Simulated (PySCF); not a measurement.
Exercise with solution: oscillator strength and radiative lifetime

hexafluorocyclobutene (C₄F₆), SMILES FC1=C(F)C(F)(F)C1(F)F.

Geometry: B3LYP-D3(BJ)/def2-SVP.

TDA-PBE/def2-SVPD run with PySCF puts the first singlet state with f over 0.02 at 7.75 eV (vertical), with the transition dipole (-1.062, 0.000, 0.000) in atomic units.

Question: Find the oscillator strength, the wavelength and the radiative lifetime that this transition would have in vacuum if emission retraced absorption.

Answer: 
|μ|² = 1.1278 au, so |μ| = 2.70 D. ΔE = 7.75/27.211 = 0.2848 hartree. f = (2/3) ΔE |μ|² = 0.214 (the program prints 0.214).
λ = 1239.84/7.75 = 160 nm; ν = 62508 cm⁻¹.
Einstein's coefficient A = 0.6670 ν² f s⁻¹ (ν in cm⁻¹) = 5.6e8 s⁻¹, so τ = 1/A = 1.8 ns. This state is S4; the lower singlets have f = 0.000, 0.017, 0.004. The figure is the radiative limit of this one transition; relaxation, internal conversion, crossing to triplets and a medium change what is measured.
